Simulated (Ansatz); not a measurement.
Isolated molecules relaxed with PBE0-D4/def2-TZVP in Ansatz; ΔE leaves out vibrations. CCSD(T)/CBS adds triple-zeta CCSD(T) − MP2 to the extrapolated MP2 energy (def2 sets, frozen cores). DFT in def2-TZVPP. For Ge outer-core shells are correlated without core-valence functions, which leaves a few kJ/mol of doubt a bond. Scalar relativity is left out up to krypton. One conformer a species, not always the lowest.

Reaction (redistribution): `CO[SiH2]O[SiH](O)O` + `[OH][GeH2][SiH](O)F` → `CO[SiH2][SiH](O)F` + `[OH][GeH2][O][SiH](O)O`

| species | PBE0 energy (Eh) |
| --- | --- |
| `CO[SiH2]O[SiH](O)O` | -922.59970 |
| `[OH][GeH2][SiH](O)F` | -2619.41594 |
| `CO[SiH2][SiH](O)F` | -871.33077 |
| `[OH][GeH2][O][SiH](O)O` | -2670.65447 |

Q: Work out ΔE.

A: ΔE = (-871.33077) + (-2670.65447) − (-922.59970) − (-2619.41594) = 0.03040 Eh = +19.1 kcal/mol. CCSD(T)/CBS gives +20.1 kcal/mol.

Largest T1 diagnostic among the species: 0.012.
